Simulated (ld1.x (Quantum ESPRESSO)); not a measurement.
# Transferability test, PAW potential for oxygen

* Element: oxygen
* Generator: ld1.x (Quantum ESPRESSO) 7.5
* Type: PAW
* Functional: PBE
* Relativity: scalar-relativistic
* Frozen core: [He]
* Valence charge: 6
* Reference configuration: 2s2 2p3.5 (charge +0.5)
* Partial waves: 2s (bound): rcut 0.85, rcutus 1.05 bohr; 2s channel at -1.75 Ry: rcut 0.85, rcutus 1.05 bohr; 2p (bound): rcut 0.95, rcutus 1.30 bohr; 2p channel at 0.7 Ry: rcut 0.95, rcutus 1.30 bohr
* Local potential: all-electron potential smoothed inside 1.05 bohr (lloc = -2)
* Core correction: Bessel-smoothed model core, default radius (core density twice the valence density)
* Augmentation charge: BESSEL, radius 0.80 bohr

Energies are relative to the spin-unpolarised reference configuration 2s2 2p3.5; without spin polarisation the order of configurations can differ from experiment.

(1) Give the all-electron excitation energy and the error of the potential for: 2s2 2p4; 2s2 2p3; 2s2 2p2; 2s2 2p4.3; 2s2 2p1; 2s0 2p6; 2s1 2p5.

Results:

(1)

| valence configuration | charge | ΔE all-electron (eV) | error AE − PS (meV) |
| --- | --- | --- | --- |
| 2s2 2p4 | 0 | -6.286 | +0.4 |
| 2s2 2p3 | +1 | 10.145 | -0.5 |
| 2s2 2p2 | +2 | 43.731 | -1.3 |
| 2s2 2p4.3 | -0.3 | -8.408 | +0.7 |
| 2s2 2p1 | +3 | 97.600 | +0.1 |
| 2s0 2p6 | 0 | 23.651 | -0.6 |
| 2s1 2p5 | 0 | 8.665 | +0.1 |
